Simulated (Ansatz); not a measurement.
C$_{3}$H$_{7}$BS, 12 atoms. Charge 0, multiplicity 1. The bonds changed during the relaxation, so this is another structure than the one it started from. All runs use 4 threads of a server CPU on a shared host. Correlated methods freeze the cores.

Task: Give the basis size and wall time and peak host memory of each of these runs in Ansatz. RKS PBE0-D4/def2-SVP energy; RKS PBE-D4/def2-TZVPP energy and forces; RHF-MP2/def2-QZVPP energy; RKS r2SCAN-D4/def2-TZVPP energy and forces; RKS B97M-V/def2-TZVPP energy; RHF-CCSD(T)/def2-TZVPP energy; RHF-CCSD(T)/def2-SVP energy; RKS PBE0-D4/def2-TZVP frequencies; RKS PBE0-D4/def2-TZVP relaxation (10 steps); RKS ωB97M-V/def2-QZVPP energy; RKS PBE0-D4/def2-QZVPP energy; direct RPA on PBE orbitals/def2-TZVPP energy. (Estimate.)

Result: Computed: Other jobs shared the machine, so times are rough.

```csv
level,job,functions,wall time,peak host memory (GiB)
RKS PBE0-D4/def2-SVP,energy,109,1.9 s,0.23
RKS PBE-D4/def2-TZVPP,energy and forces,264,4.5 s,0.34
RHF-CCSD(T)/def2-SVP,energy,109,8.5 s,0.53
RKS r2SCAN-D4/def2-TZVPP,energy and forces,264,9 s,0.37
direct RPA on PBE orbitals/def2-TZVPP,energy,264,9.5 s,0.66
RKS PBE0-D4/def2-QZVPP,energy,508,15 s,1.8
RKS B97M-V/def2-TZVPP,energy,264,17 s,0.43
RKS ωB97M-V/def2-QZVPP,energy,508,34 s,2.2
RHF-MP2/def2-QZVPP,energy,508,43 s,3.5
RKS PBE0-D4/def2-TZVP,relaxation (10 steps),203,59 s,0.51
RHF-CCSD(T)/def2-TZVPP,energy,264,4.2 min,6.5
RKS PBE0-D4/def2-TZVP,frequencies,203,14 min,0.52
```
